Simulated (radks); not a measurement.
Question: The mean radii <r> (bohr) of the occupied orbitals of an atom or ion are listed with their occupations. All-electron calculation, scalar-relativistic Kohn-Sham, Slater X-alpha with alpha = 0.825, spin-unpolarised, spherical densities, point nucleus. Program: a radial shooting solver on a logarithmic mesh with Libxc functionals.

orbital  occ.      <r>
1s          2  0.03261
2s          2   0.1417
2p          6   0.1234
3s          2   0.3895
3p          6   0.3887
3d         10   0.3677
4s          2   0.9738
4p          6    1.072
4d          8    1.499

Name the element and its charge.

Answer: Z = 45, rhodium, charge +1: Rh+ in [Kr] 4d8. The 1s radius gives Z: for a bare nucleus <r> = (2 gamma + 1)/(2Z) with gamma = sqrt(1 - (Z/c)^2), 0.0321 bohr for Z = 45, and screening makes it slightly larger (0.03261 here). The occupations add up to 44, and the charge is Z minus that.
